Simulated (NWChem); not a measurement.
System: GaH3; SMILES [GaH3]

The following NWChem deck was run.

```
start job
memory heap 200 mb stack 900 mb global 1100 mb
geometry units angstroms noautosym nocenter noautoz
  Ga     0.000000     0.000000     0.000000
  H      1.117639     1.117639     0.000000
  H      0.409084    -1.526724     0.000000
  H     -1.526724     0.409084     0.000000
end
basis spherical
  * library aug-cc-pvdz
end
dft
  xc slater vwn_5
  iterations 150
end
tddft
  nroots 8
end
task tddft energy
```

Excerpt of the output:

```
             Northwest Computational Chemistry Package (NWChem) 7.3.0
             --------------------------------------------------------

                             Geometry "geometry" -> ""
                             -------------------------

 Output coordinates in angstroms (scale by  1.889725989 to convert to a.u.)

  No.       Tag          Charge          X              Y              Z
 ---- ---------------- ---------- -------------- -------------- --------------
    1 Ga                  31.0000     0.00000000     0.00000000     0.00000000
    2 H                    1.0000     1.11763900     1.11763900     0.00000000
    3 H                    1.0000     0.40908400    -1.52672400     0.00000000
    4 H                    1.0000    -1.52672400     0.40908400     0.00000000

 Effective nuclear repulsion energy (a.u.)      31.7162213638

                                 NWChem DFT Module
                                 -----------------

 Summary of "ao basis" -> "ao basis" (spherical)
 ------------------------------------------------------------------------------
       Tag                 Description            Shells   Functions and Types
 ---------------- ------------------------------  ------  ---------------------
 Ga                       aug-cc-pvdz               14       36   6s5p3d
 H                        aug-cc-pvdz                5        9   3s2p

            General Information
            -------------------
          SCF calculation type: DFT
          Wavefunction type:  closed shell.
          No. of atoms     :     4
          No. of electrons :    34
           Alpha electrons :    17
            Beta electrons :    17
          Charge           :     0
          Spin multiplicity:     1
          Use of symmetry is: off; symmetry adaption is: off
          Maximum number of iterations: 150
          AO basis - number of functions:    63
                     number of shells:    29
          Convergence on energy requested:  1.00D-06
          Convergence on density requested:  1.00D-05
          Convergence on gradient requested:  5.00D-04

              XC Information
              --------------
                        Slater Exchange Functional  1.000 local
                      VWN V Correlation Functional  1.000 local

             Grid Information
             ----------------
          Grid used for XC integration:  medium
          Radial quadrature: Mura-Knowles
          Angular quadrature: Lebedev.
          Tag              B.-S. Rad. Rad. Pts. Rad. Cut. Ang. Pts.
          ---              ---------- --------- --------- ---------
          Ga                  1.30      112          13.0       590
          H                   0.35       45          14.0       434
          Grid pruning is: on
          Number of quadrature shells:   247
          Spatial weights used:  Erf1

      Superposition of Atomic Density Guess
      -------------------------------------

 Sum of atomic energies:       -1924.69228223

      Non-variational initial energy
      ------------------------------

 Total energy =   -1924.780457
 1-e energy   =   -2748.055051
 2-e energy   =     791.558373
 HOMO         =      -0.352095
 LUMO         =      -0.028003

   convergence    iter        energy       DeltaE   RMS-Dens  Diis-err
 ---------------- ----- ----------------- --------- --------- ---------
 d= 0,ls=0.0,diis     1  -1923.4987936977 -1.96D+03  1.36D-02  1.88D-01
 d= 0,ls=0.0,diis     2  -1923.5192617751 -2.05D-02  3.88D-03  2.69D-02
 d= 0,ls=0.0,diis     3  -1923.5240355513 -4.77D-03  6.14D-04  4.24D-04
 d= 0,ls=0.0,diis     4  -1923.5241232017 -8.77D-05  2.23D-04  1.49D-04
 d= 0,ls=0.0,diis     5  -1923.5241438635 -2.07D-05  1.06D-05  3.27D-07
 d= 0,ls=0.0,diis     6  -1923.5241439301 -6.67D-08  4.69D-07  1.33D-10

         Total DFT energy =    -1923.524143930133
      One electron energy =    -2747.061113387398
           Coulomb energy =      864.762800727793
    Exchange-Corr. energy =      -72.942052634358
 Nuclear repulsion energy =       31.716221363830

 Numeric. integr. density =       34.000040245374

                       DFT Final Molecular Orbital Analysis
                       ------------------------------------

[...]

                                NWChem TDDFT Module
                                -------------------

            General Information
            -------------------
           No. of orbitals :     126
            Alpha orbitals :      63
             Beta orbitals :      63
        Alpha frozen cores :       0
         Beta frozen cores :       0
     Alpha frozen virtuals :       0
      Beta frozen virtuals :       0
         Spin multiplicity :       1
    Number of AO functions :      63
        Use of symmetry is : off
      Symmetry adaption is : off
         Schwarz screening :  0.10D-07

              XC Information
              --------------
                 Slater Exchange Functional   1.00 local
               VWN V Correlation Functional   1.00 local

             TDDFT Information
             -----------------
          Calculation type : TDDFT
         Wavefunction type : Restricted singlets & triplets
          No. of electrons :      34
           Alpha electrons :      17
            Beta electrons :      17
              No. of roots :       8
          Max subspacesize :    5600
            Max iterations :     100
               Target root :       1
           Target symmetry : none
      Symmetry restriction : off
                 Algorithm : Optimal
        Davidson threshold :  0.10D-03

    8 smallest eigenvalue differences (eV)
--------------------------------------------------------
  No. Spin  Occ  Vir  Irrep   E(Occ)    E(Vir)   E(Diff)
--------------------------------------------------------
    1    1   17   18 a        -0.271    -0.108     4.430
    2    1   16   18 a        -0.271    -0.108     4.430
    3    1   17   19 a        -0.271    -0.018     6.889
    4    1   16   19 a        -0.271    -0.018     6.889
    5    1   17   20 a        -0.271     0.015     7.766
    6    1   17   21 a        -0.271     0.015     7.766
    7    1   16   20 a        -0.271     0.015     7.766
    8    1   16   21 a        -0.271     0.015     7.766
--------------------------------------------------------

  Entering Davidson iterations
  Restricted singlet excited states

  Iter   NTrls   NConv    DeltaV     DeltaE      Time
  ----  ------  ------  ---------  ---------  ---------
    1      8       0     0.14E+00   0.10+100        6.7
    2     16       0     0.36E-01   0.18E-01        6.6
    3     32       0     0.10E-01   0.15E-02        7.9
    4     48       0     0.44E-02   0.69E-04        7.3
    5     64       0     0.10E-02   0.14E-04        7.0
    6     78       3     0.32E-03   0.91E-06        6.9
    7     88       8     0.78E-04   0.85E-07        6.7
  ----  ------  ------  ---------  ---------  ---------
  Convergence criterion met

  Ground state a       -1923.524143930133 a.u.

  ----------------------------------------------------------------------------
  Root   1 singlet a              0.170290414 a.u.                4.6338 eV
  ----------------------------------------------------------------------------
     Transition Moments    X -0.00000   Y  0.00000   Z -0.00000
     Dipole Oscillator Strength                    0.0000000000
     Electric Quadrupole                           0.0000001094
     Magnetic Dipole                               0.0000025007
     Total Oscillator Strength                     0.0000026101

     Occ.   17  a   ---  Virt.   18  a   -0.99949 X
  ----------------------------------------------------------------------------
  Root   2 singlet a              0.170290505 a.u.                4.6338 eV
  ----------------------------------------------------------------------------
     Transition Moments    X -0.00000   Y -0.00000   Z -0.00000
     Dipole Oscillator Strength                    0.0000000000
     Electric Quadrupole                           0.0000001094
     Magnetic Dipole                               0.0000025007
     Total Oscillator Strength                     0.0000026101

     Occ.   16  a   ---  Virt.   18  a   -0.99949 X
  ----------------------------------------------------------------------------
  Root   3 singlet a              0.264081479 a.u.                7.1860 eV
  ----------------------------------------------------------------------------
     Transition Moments    X -0.72408   Y  0.72247   Z -0.00001
     Dipole Oscillator Strength                    0.1841982474
     Electric Quadrupole                           0.0000003879
     Magnetic Dipole                               0.0000000000
     Total Oscillator Strength                     0.1841986353

     Occ.   16  a   ---  Virt.   20  a   -0.11337 X
     Occ.   16  a   ---  Virt.   24  a    0.06207 X
     Occ.   17  a   ---  Virt.   19  a   -0.92391 X
     Occ.   17  a   ---  Virt.   21  a   -0.11335 X
     Occ.   17  a   ---  Virt.   22  a    0.31898 X
     Occ.   17  a   ---  Virt.   25  a    0.06207 X
     Occ.   17  a   ---  Virt.   30  a   -0.07866 X
  ----------------------------------------------------------------------------
  Root   4 singlet a              0.264081637 a.u.                7.1860 eV
  ----------------------------------------------------------------------------
     Transition Moments    X -0.72247   Y -0.72409   Z -0.00000
     Dipole Oscillator Strength                    0.1841992377
     Electric Quadrupole                           0.0000003879
     Magnetic Dipole                               0.0000000000
     Total Oscillator Strength                     0.1841996256

[...]
```

Level: LDA (Slater exchange, VWN5)/aug-cc-pVDZ, full TDDFT. Coordinates come from a PBE-D3(BJ)/def2-SVP optimisation.
